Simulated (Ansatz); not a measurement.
Stepwise reaction of `[NH2][In]([SH])[SH]` with hydrogen fluoride, as a gas-phase model of exchange steps in deposition or etching. ΔE in kJ/mol.

Isolated molecules relaxed with PBE0-D4/def2-TZVP in Ansatz; ΔE leaves out vibrations. CCSD(T)/CBS is the MP2 limit (def2-TZVPP, def2-QZVPP) plus CCSD(T) − MP2 in def2-TZVPP, frozen cores. This one scheme is used for every species. DFT in def2-TZVPP. B3LYP here is the variant with VWN-RPA as its local correlation; programs differ in this. def2 core potentials past Kr. For In outer-core shells are correlated without core-valence functions, which leaves a few kJ/mol of doubt a bond. One conformer a species, not always the lowest.

```
step                                                  reaction  PBE-D4  B3LYP-D4  ωB97M-V  CCSD(T)/CBS
   1  `[NH2][In]([SH])[SH]` + H–F → `[NH2][In]([F])[SH]` + H₂S    25.3      21.9     23.5         30.5
```

(1) Give the row of step 2, `[NH2][In]([F])[SH]` + H–F → `[NH2][In]([F])[F]` + H₂S. (Estimate.)

(2) By hand: ΔE of the 2 steps together at CCSD(T)/CBS.

## Answers

(1) Computed: 
| step | reaction | PBE-D4 | B3LYP-D4 | ωB97M-V | CCSD(T)/CBS |
| --- | --- | --- | --- | --- | --- |
| 2 | `[NH2][In]([F])[SH]` + H–F → `[NH2][In]([F])[F]` + H₂S | 40.1 | 36.4 | 37.9 | 43.9 |

(2) (30.5) + (43.9) = 74.4 kJ/mol, or 37.2 kJ/mol a step.

In ΔE each step is higher than the one before. All are uphill at CCSD(T)/CBS. PBE-D4 differs from CCSD(T)/CBS by -5.2 to -3.8 kJ/mol a step. Isolated molecules leave out the surface, adducts and barriers. Largest T1 diagnostic: 0.016.
